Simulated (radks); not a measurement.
Results of a calculation; reference values are marked as such.
Task: Os3+, 73 electrons, occupied as [Kr] 4d10 4f14 5s1.75 5p6 5d5 6d0.25 (fractional occupations, a model configuration). Level of theory: Dirac Kohn-Sham, PBE, spin-unpolarised, spherical densities, finite nucleus; open shells fill j = l - 1/2 first; Fermi nuclear charge, rms radius 5.4126 fm (a radial shooting solver on a logarithmic mesh with Libxc functionals). Some entries of the table are withheld. Estimate them.

orbital,occ.,eigenvalue (hartree),<1/r> (bohr^-1)
1s1/2,2,-2710.967,90.41
2s1/2,2,-472.8399,22.09
2p1/2,2,-452.8608,22.06
2p3/2,4,-396.5916,18.31
3s1/2,2,-110.9706,8.111
3p1/2,2,-102.0094,8.027
3p3/2,4,-89.73869,7.056
3d3/2,4,-74.69145,6.951
3d5/2,6,-72.03329,6.725
4s1/2,2,-24.38523,3.417
4p1/2,2,-20.62007,3.308
4p3/2,4,-17.73795,2.970
4d3/2,4,-11.55134,2.760
4d5/2,6,-11.01735,2.681
5s1/2,1.75,-4.56072,1.354
5p1/2,2,-3.39205,(1)
4f5/2,6,-3.18719,2.260
4f7/2,8,-3.08387,2.228
5p3/2,4,-2.93310,(2)
5d3/2,4,(3),0.8272
5d5/2,1,(4),0.8024
6s1/2,0,-1.15490,0.5258
6p1/2,0,(5),0.4509
6p3/2,0,(6),0.4185
6d3/2,0.25,-0.50598,0.3038
6d5/2,0,-0.49854,0.2995

Result: 
(1) 5p1/2 <1/r> (bohr^-1): 1.229
(2) 5p3/2 <1/r> (bohr^-1): 1.112
(3) 5d3/2 eigenvalue (hartree): -1.37327
(4) 5d5/2 eigenvalue (hartree): -1.32505
(5) 6p1/2 eigenvalue (hartree): -0.88967
(6) 6p3/2 eigenvalue (hartree): -0.82486
